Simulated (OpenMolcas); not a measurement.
**Ar VI: the spin-orbit constant, worked from levels**

* Program: OpenMolcas
* Basis: ANO-RCC-VQZP [6s5p3d2f1g]
* Scalar Hamiltonian: DKH2, point nucleus
* Active space: 3 electrons in 8 orbitals (3s 3p 4s 4p)
* State averaging: 2S+1 = 4 odd, 1 root; 2S+1 = 2 odd, 11 roots; 2S+1 = 4 even, 3 roots; 2S+1 = 2 even, 9 roots
* Spin-orbit coupling: state interaction with AMFI integrals over the reference wave functions, term energies averaged over their components

Methods: CASSCF; MS-CASPT2, IPEA 0.25 Eh, imaginary shift 0.1 Eh (closed shells correlated: 2s 2p). Measured levels: Saloman, J. Phys. Chem. Ref. Data 39, 033101 (2010).

**The spin-orbit constant.** For the Hund term ²P° of p1, E(J) = (A/2) J(J+1) + constant and ζ = 2S·A = A. From J = 1/2 to J = 3/2 the energy changes by 1.5 A.

```csv
Source,E(3/2) - E(1/2),A,ζ
CASSCF,2008.8,1339.2,1339
MS-CASPT2,2018.6,1345.7,1346
measured,2207.9,1471.9,1472
```

All in cm-1. MS-CASPT2 is off by -8.6 % and CASSCF by -9.0 %. Both methods take the spin-orbit matrix elements from the reference wave functions, so the second can move ζ only through the term energies and any multistate remixing.

Over all roots computed the reference weight is 0.90 to 0.99 in MS-CASPT2; the roots of lowest weight are the least certain, and an intruder state may touch them. Active for correlation alone: 4p 4s; no level in the range computed is led by a configuration that fills them, so any true level of that kind is missing. Computed and measured levels are paired by configuration, term and J; levels that our copy of the source lacks, or whose pairing is in doubt (as where it misses far off the trend of its configuration), stay unpaired and out of the deviations. Only configurations of the active space appear.

° marks odd parity.
